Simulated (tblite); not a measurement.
C₅H₁₂OSi.
Numbering: `[CH3:1][C@@H:2]([OH:3])[C@H:4]1[CH2:5][CH2:6][SiH2:7]1` (hydrogens: H8, H9, H10 on C1; H11 on C2; H12 on O3; H13 on C4; H14, H15 on C5; H16, H17 on C6; H18, H19 on Si7)

The geometry is computed with GFN2-xTB (gas phase).

Entries marked ? are missing. Bonds in one row agree within 0.01 Å.

```json
{"coordinate": "C1–C2", "value": "1.528 Å"}
{"coordinate": "C2–O3", "value": "?"}
{"coordinate": "C2–C4", "value": "1.525 Å"}
{"coordinate": "C4–C5", "value": "?"}
{"coordinate": "C5–C6", "value": "?"}
{"coordinate": "C6–Si7", "value": "1.915 Å"}
{"coordinate": "C4–Si7", "value": "1.919 Å"}
{"coordinate": "C1–H8, C1–H9, C1–H10", "value": "1.088 Å"}
{"coordinate": "C2–H11", "value": "1.096 Å"}
{"coordinate": "O3–H12", "value": "0.964 Å"}
{"coordinate": "C4–H13", "value": "1.094 Å"}
{"coordinate": "C5–H14", "value": "1.090 Å"}
{"coordinate": "C5–H15", "value": "1.090 Å"}
{"coordinate": "C6–H16", "value": "1.088 Å"}
{"coordinate": "C6–H17", "value": "1.088 Å"}
{"coordinate": "Si7–H18", "value": "1.459 Å"}
{"coordinate": "Si7–H19", "value": "1.464 Å"}
{"coordinate": "C1–C2–O3", "value": "111.4°"}
{"coordinate": "C1–C2–C4", "value": "?"}
{"coordinate": "O3–C2–C4", "value": "110.2°"}
{"coordinate": "C2–C4–C5", "value": "115.9°"}
{"coordinate": "C2–C4–Si7", "value": "115.9°"}
{"coordinate": "C5–C4–Si7", "value": "91.4°"}
{"coordinate": "C4–C5–C6", "value": "?"}
{"coordinate": "C5–C6–Si7", "value": "91.5°"}
{"coordinate": "C4–Si7–C6", "value": "?"}
```

Q: Estimate the withheld lengths and angles.

A: 
- C2–O3 = 1.416 Å, drawn single (carbinol carbon (C–OH) to alcohol oxygen); equal to the sum of covalent radii, 1.42 Å.
- C4–C5 = 1.543 Å, drawn single (sp3 carbon bound to silicon to four-membered-ring carbon); 0.02 Å above the sum of covalent radii, 1.52 Å.
- C5–C6 = 1.543 Å, drawn single (four-membered-ring carbon to sp3 carbon bound to silicon); 0.02 Å above the sum of covalent radii, 1.52 Å.
- C1–C2–C4 = 112.0°, at the carbinol carbon (C–OH); the outer atoms are 2.532 Å apart.
- C4–C5–C6 = 99.9°, at the four-membered-ring carbon, inside a 4-membered ring; the outer atoms are 2.363 Å apart.
- C4–Si7–C6 = 76.1°, at the SiH2 silicon, inside a 4-membered ring; the outer atoms are 2.363 Å apart.

Radii are Cordero's, carbon taken as 0.76, 0.73 or 0.69 Å for four, three, and two or fewer neighbours.

Its GFN2-xTB frequencies are all real (lowest 49 cm⁻¹). One conformer, not necessarily the lowest (C1–C2–O3–H 61°, C1–C2–C4–C5 75°, C2–C4–C5–C6 129°, C4–C5–C6–Si7 -9°, C5–C6–Si7–C4 7°, C2–C4–Si7–C6 -127°).

On an Arm Neoverse N1 with one thread, shared host, this took 1.1 s of wall time. That covers the optimisation of the geometry.
